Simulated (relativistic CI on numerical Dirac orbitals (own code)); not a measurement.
Hyperfine structure of Tm51+, mass number 169

Calculated at this level of theory: Dirac-Coulomb-Breit CI, KLI orbitals optimised for each configuration, model QED, unscaled Slater integrals (own radial code, finite nucleus).

Configurations in the expansion (outside the closed core [Ne]): 3s²3p⁶, 3s²3p⁵3d, 3s3p⁶3d, 3s²3p⁵4s, 3s²3p⁵4p, 3s²3p⁵4d, 3p⁶3d4p, 3s3p⁶4s, 3p⁶3d², 3p⁵3d³, 3p⁵3d²4s, 3p⁵3d²4p, 3p⁵3d²4d, 3p⁶3d4s, 3p⁵3d4s², 3p⁵3d4s4p, 3p⁵3d4s4d. Double excitations out of closed p, d and f shells are left out; levels of such configurations are missing from the list, as are those of other unlisted configurations, and high levels can miss mixing partners.

Nuclear spin I = 1/2, μ = -0.231 μN (tables of Stone and Pyykkö). The electronic factors are computed for point nuclear moments, without core polarisation or the Bohr-Weisskopf and QED corrections.

```
        Level   E (eV)  A (GHz)
3s²3p⁵3d ³P°1  226.269   -50.49
3s²3p⁵3d ³F°3  230.892   -57.11
3s²3p⁵3d ³D°2  234.635   -57.13
3s²3p⁵3d ³F°4  280.406   -37.91
3s²3p⁵3d ³D°3  295.982   -33.17
3s²3p⁵3d ³F°2  473.730   -182.4
3s²3p⁵3d ¹P°1  510.126    102.4
  3s3p⁶3d ³D1  671.517    429.8
```

Levels with J = 0, under 50 % of one LS term, or S terms without an open s electron are left out. Small factors come from cancelling terms and can be off by tens of per cent or more.

At this charge energies of transitions that change n are usually good to better than 1 %, and those within a shell (Δn = 0) to a few per cent.

**Question.** Give the hyperfine levels of 3s²3p⁵3d ³F°2 relative to its centre of gravity.

**Answer.** With K = F(F + 1) − I(I + 1) − J(J + 1), E = AK/2: F = 3/2: 273.5, F = 5/2: -182.4 GHz.

LS names give the leading component of a level, which can be under half, so a name can repeat, a term be missing and a line seem to break the LS rules.
